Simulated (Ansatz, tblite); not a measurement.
AlAs nanocrystals, H-capped: gap (eV) at several levels, gas phase, relaxed structures; Ansatz, xTB through tblite. Levels of anions in sets without diffuse functions are rough. A dash marks a value that wasn't run or was left out as unsound. The structures are stationary points that may keep the symmetry of their start.

```tsv
species	state	geometry	GFN1-xTB	GFN2-xTB	PBE-D4/def2-SVP	PBE-D4/def2-TZVP	r2SCAN-D4/def2-TZVP	PBE0-D4/def2-TZVP
Al4As4H14, cut from wurtzite	singlet	r2SCAN-D4/def2-SVP	4.30	3.04	4.28	4.21	4.62	6.01
Al5As4H16⁻, cut from zinc blende	singlet	PBE-D4/def2-SVP	4.30	2.96	4.16	4.11	4.50	5.89
Al6As6H18, cut from wurtzite	singlet	PBE-D4/def2-SVP	3.53	2.45	3.77	3.73	4.12	5.49
Al6As7H20⁺, cut from zinc blende	singlet	PBE-D4/def2-SVP	3.37	2.43	3.68	3.63	4.01	5.41
Al7As7H20, cut from zinc blende	singlet	PBE-D4/def2-SVP	3.35	2.27	3.48	3.47	3.83	5.20
Al10As9H26⁻, cut from wurtzite	singlet	PBE-D4/def2-SVP	3.55	2.38	3.68	3.62	3.99	5.25
Al10As10H30, cut from zinc blende	singlet	r2SCAN-D4/def2-SVP	3.60	2.74	3.87	3.82	–	5.51
Al13As14H34⁺, cut from zinc blende	singlet	PBE-D4/def2-SVP	3.03	2.39	3.52	3.49	3.87	5.16
Al15As14H36⁻, cut from zinc blende	singlet	PBE-D4/def2-SVP	3.06	2.28	3.27	3.23	–	4.83
```

Question: Estimate the rows for Al8As7H22⁻, cut from wurtzite, disc (singlet, PBE-D4/def2-SVP geometry); Al8As8H22, cut from wurtzite (singlet, PBE-D4/def2-SVP geometry); Al9As9H24, cut from wurtzite (singlet, PBE-D4/def2-SVP geometry); Al13As13H30, cut from zinc blende (singlet, r2SCAN-D4/def2-SVP geometry).

Answer: 
```json
{"species": "Al8As7H22⁻, cut from wurtzite, disc", "state": "singlet", "geometry": "PBE-D4/def2-SVP", "GFN1-xTB": "3.77", "GFN2-xTB": "2.78", "PBE-D4/def2-SVP": "3.93", "PBE-D4/def2-TZVP": "3.85", "r2SCAN-D4/def2-TZVP": "4.26", "PBE0-D4/def2-TZVP": "5.54"}
{"species": "Al8As8H22, cut from wurtzite", "state": "singlet", "geometry": "PBE-D4/def2-SVP", "GFN1-xTB": "3.70", "GFN2-xTB": "2.65", "PBE-D4/def2-SVP": "3.96", "PBE-D4/def2-TZVP": "3.88", "r2SCAN-D4/def2-TZVP": "–", "PBE0-D4/def2-TZVP": "5.55"}
{"species": "Al9As9H24, cut from wurtzite", "state": "singlet", "geometry": "PBE-D4/def2-SVP", "GFN1-xTB": "3.69", "GFN2-xTB": "2.58", "PBE-D4/def2-SVP": "3.83", "PBE-D4/def2-TZVP": "3.76", "r2SCAN-D4/def2-TZVP": "4.15", "PBE0-D4/def2-TZVP": "5.43"}
{"species": "Al13As13H30, cut from zinc blende", "state": "singlet", "geometry": "r2SCAN-D4/def2-SVP", "GFN1-xTB": "3.33", "GFN2-xTB": "2.57", "PBE-D4/def2-SVP": "3.74", "PBE-D4/def2-TZVP": "3.71", "r2SCAN-D4/def2-TZVP": "4.12", "PBE0-D4/def2-TZVP": "5.34"}
```
